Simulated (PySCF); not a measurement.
CH₃BrSn, neutral, multiplicity 1. Atoms are numbered in the order given.

```xyz
6

Sn     0.4121     0.8795     0.0000
Br    -0.1141    -1.6434     0.0000
C     -1.7227     1.4777     0.0000
H     -2.2173     1.0531     0.8893
H     -2.2173     1.0531    -0.8893
H     -1.8423     2.5726     0.0000
```

Coordinates come from a B3LYP-D3(BJ)/def2-SVP optimisation. The def2 effective core potentials stand for the cores of Sn; spin–orbit coupling is left out.

Calculation: PySCF with PBE0/def2-TZVPD.

Symmetry labels are those of the subgroup Cs that the program uses (full group Cs).

Task: List the valence orbital energies around the gap with their symmetry. (Estimate from the structure and the level; the computed values follow.)

Result: 
```csv
orbital,symmetry,energy (eV)
HOMO−7,A',-19.12
HOMO−6,A',-12.74
HOMO−5,A',-11.34
HOMO−4,A",-11.24
HOMO−3,A',-8.75
HOMO−2,A",-8.15
HOMO−1,A',-8.09
HOMO,A',-6.73
LUMO,A",-2.89
LUMO+1,A',-0.92
LUMO+2,A',0.06
LUMO+3,A',0.30
```
